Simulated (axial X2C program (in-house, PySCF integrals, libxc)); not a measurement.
**Potential curves of TeH⁻, 2c**

Computed with an in-house all-electron X2C program for linear molecules (integrals from PySCF). Two-component (2c) means X2C with spin–orbit coupling and atomic mean-field two-electron Coulomb and Gaunt terms. Basis: Te dyall-acv3z [12s13p9d5f1g], H dyall-av3z [7s3p2d] (cores contracted in-house); Gaussian nuclei, density fitting, unrestricted open shells. Masses: Te 129.906 u, H 1.008 u.

State: Ω = 0 (closed shell). Energies in eV from the fragments at the same level (Te- + H). Fits are polynomials in 1 − R0/R over 0.85 to 1.23 times the lowest point R0.

| R (Å) | CCSD(T) |
| --- | --- |
| 1.5215 | -2.7810 |
| 1.5717 | -2.9170 |
| 1.6218 | -2.9910 |
| 1.6720 | -3.0155 |
| 1.7305 | -2.9951 |
| 1.7890 | -2.9343 |
| 1.8643 | -2.8133 |

Correlated methods: 8 electrons correlated (number of frozen shells: Te 4 s, 3 p, 2 d; H none), 228 virtual spin orbitals or spinors in MP2, 90 natural virtuals in coupled cluster.

The state is a single determinant with fixed occupations, the lowest that a limited PBE0 search found. Closed shells are restricted here (equal orbitals for both partners); the stretched side of such a curve lies too high. De is counted from the lowest determinant-based energies of the atoms at the same level, without counterpoise correction. CCSD and (T) use frozen natural virtuals with an MP2 correction for the truncation; (T) itself is uncorrected, so its De runs slightly low. With the outer-core shells frozen, correlated bond lengths of heavy atoms tend to come out a few hundredths of an ångström too long. Coupled cluster ran on the points near the minimum only. MP2 and coupled cluster on one determinant become unreliable at the stretched end.

(1) What are Re, ωe and De at the CCSD(T) level?

Results:

(1) At CCSD(T), 2c: Re = 1.676 Å, ωe ≈ 2040 cm⁻¹, De = 3.02 eV to Te- + H; Be follows as 6 cm⁻¹.
